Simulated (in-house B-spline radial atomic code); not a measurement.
Radial electron density of neutral gold, [Xe] 4f14 5d10 6s1. Level of theory: scalar-relativistic (X2C) AM05, spin-polarised, spherical fractional occupations, Fermi nucleus of rms radius 5.4371 fm; calculated with a radial B-spline atomic code at the basis-set limit.

One-electron X2C: radii and densities carry no picture-change correction, so inner-shell <1/r> comes out high (for 1s by about 2 % at Z = 33, 5 % at 54, 10 % at 75, 30 % at 118) and <r> low.

Columns: r (bohr), 4πr²n(r) (electrons per bohr), bar.

```
0.000317    3.762 #
0.000397    5.108 ##
0.000497      6.9 ##
0.000623    9.294 ###
 0.00078    12.44 ####
0.000977    16.55 #####
 0.00122    21.77 #######
 0.00153    28.54 #########
 0.00192    37.01 ###########
  0.0024    47.09 ##############
 0.00301    59.05 ##################
 0.00377    72.28 ######################
 0.00472    85.96 ##########################
 0.00591     98.7 ##############################
 0.00741    108.6 #################################
 0.00927    113.6 ##################################
  0.0116    112.6 ##################################
  0.0145    106.3 ################################
  0.0182    98.68 ##############################
  0.0228    96.57 #############################
  0.0286    105.8 ################################
  0.0358    125.4 ######################################
  0.0448      144 ###########################################
  0.0561    146.6 ############################################
  0.0703    130.4 #######################################
   0.088    115.1 ###################################
    0.11    121.3 ####################################
   0.138    136.7 #########################################
   0.173    125.5 ######################################
   0.217    90.08 ###########################
   0.271    74.97 #######################
    0.34    86.61 ##########################
   0.425    84.42 #########################
   0.533    57.16 #################
   0.667    32.87 ##########
   0.836    23.42 #######
    1.05    18.92 ######
    1.31    13.22 ####
    1.64    7.737 ##
    2.06    4.059 #
    2.58    1.989 #
    3.23   0.8597 
    4.04   0.3054 
    5.06  0.08196 
    6.34  0.01543 
    7.93 0.001898 
    9.94 0.0001316
```

On this grid the curve has 4 maxima, near 0.00927, 0.0561, 0.138, 0.34 bohr.

The 6s up radial function P(r) = rR(r), positive near the nucleus:

```csv
r (bohr),P
0.000253,0.01311
0.000397,0.01782
0.000623,0.024
0.000977,0.03192
0.00153,0.04166
0.0024,0.05288
0.00377,0.06391
0.00591,0.0706
0.00927,0.06528
0.0145,0.03743
0.0228,-0.01959
0.0358,-0.08398
0.0561,-0.08562
0.088,0.03468
0.138,0.1383
0.217,-0.03376
0.34,-0.192
0.533,0.1262
0.836,0.2778
1.31,-0.2215
2.06,-0.6466
3.23,-0.5438
5.06,-0.2181
7.93,-0.03766
```
